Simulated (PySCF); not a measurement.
# Electronic structure of F (fluorine, neutral) at the UHF level

Configuration: [He] 2s1 2p6, 2S determinant (an excited configuration). Computed with PySCF 2.14 in aug-cc-pCVQZ-DK, with scalar relativity by spin-free X2C-1e.

| Quantity | Value |
| --- | --- |
| Total energy | -98.620662 hartree |
| One-electron energy | -138.3315 hartree |
| Hartree (Coulomb) energy | 49.4415 hartree |
| Exchange energy | -9.7306 hartree |
| ⟨S²⟩ | 0.7755 |
| ⟨L²⟩ | 0.000 |
| Sum of ⟨r⟩ | 7.932 bohr |
| Sum of ⟨r²⟩ | 10.86 bohr² |
| Langevin diamagnetic susceptibility | -8.60 ×10⁻⁶ cm³/mol |

```json
{"shell": "1s α", "electrons": "1", "mean orbital energy (eV)": "-721.51", "rms radius, mean of both spins (bohr)": "0.204"}
{"shell": "1s β", "electrons": "1", "mean orbital energy (eV)": "-718.39", "rms radius, mean of both spins (bohr)": "0.204"}
{"shell": "2s α", "electrons": "1", "mean orbital energy (eV)": "-47.229", "rms radius, mean of both spins (bohr)": "1.08"}
{"shell": "2p α", "electrons": "3", "mean orbital energy (eV)": "-22.374", "rms radius, mean of both spins (bohr)": "1.27"}
{"shell": "2p β", "electrons": "3", "mean orbital energy (eV)": "-16.254", "rms radius, mean of both spins (bohr)": "1.27"}
```
